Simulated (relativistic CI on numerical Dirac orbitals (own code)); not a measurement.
## Lu XXXVI: q coefficients and field-shift factors

Method of calculation: Dirac-Coulomb-Breit CI, separate exchange-only KLI orbitals for each configuration, derivatives by finite differences, unscaled Slater integrals, QED left out (own radial code, finite nucleus).

CI space (outside the closed core [Ar] 3d10): 4s2 4p6, 4s2 4p5 4d, 4s 4p6 4d, 4s2 4p5 4f, 4s 4p6 4f, 4p6 4d2, 4p5 4d3, 4p5 4d2 4f. Double excitations out of closed p, d and f shells are left out; levels of such configurations are missing from the list, as are those of other unlisted configurations, and high levels can miss mixing partners.

With x = (α/α₀)² − 1 an excitation energy changes as ω = ω₀ + qx; K = 2q/ω₀ is the relative enhancement. Terms are leading LS components, so labels can repeat. The field-shift factor is F = δν/δ⟨r²⟩ for the transition from the lowest level.

Lowest level 4s2 4p6 1S_0.

```csv
Level,ω₀ (cm⁻¹),q (cm⁻¹),K,F (GHz/fm²)
4s2 4p5 4d 3P°_0,1114492,40820,0.0733,7.77
4s2 4p5 4d 3P°_1,1147624,52410,0.0913,8.01
4s2 4p5 4d 3F°_3,1172322,43220,0.0737,6.88
4s2 4p5 4d 3D°_2,1183143,44800,0.0757,7.68
4s2 4p5 4d 3F°_4,1267366,167000,0.264,9.24
4s2 4p5 4d 1D°_2,1286964,168600,0.262,10.3
4s2 4p5 4d 3D°_3,1329895,166500,0.25,11
4s2 4p5 4d 3D°_1,1446513,216100,0.299,2.89
4s2 4p5 4d 3F°_2,1747676,741700,0.849,-73.7
4s2 4p5 4d 3P°_2,1877381,866600,0.923,-69.3
4s2 4p5 4d 3F°_3,1895958,868800,0.916,-70.5
4s2 4p5 4d 1P°_1,1930339,691800,0.717,-63.3
4s 4p6 4d 3D_1,2521780,622500,0.494,-970
4s 4p6 4d 3D_2,2561544,668800,0.522,-1020
4s 4p6 4d 3D_3,2651684,670400,0.506,-861
4s2 4p5 4f 3G_4,2720751,166900,0.123,25.9
4s2 4p5 4f 3G_5,2731584,193200,0.141,26.7
4s 4p6 4d 1D_2,2744455,588200,0.429,-832
4s2 4p5 4f 1F_3,2749561,177200,0.129,12.3
4s2 4p5 4f 3D_1,2763609,400800,0.29,-480
4s2 4p5 4f 3F_4,2784523,194500,0.14,27
4s2 4p5 4f 3F_2,2792850,415300,0.297,-417
4s 4p6 4d 3D_3,2816912,497300,0.353,-548
```

At this charge energies of transitions that change n are usually good to better than 1 %, and those within a shell (Δn = 0) to a few per cent.
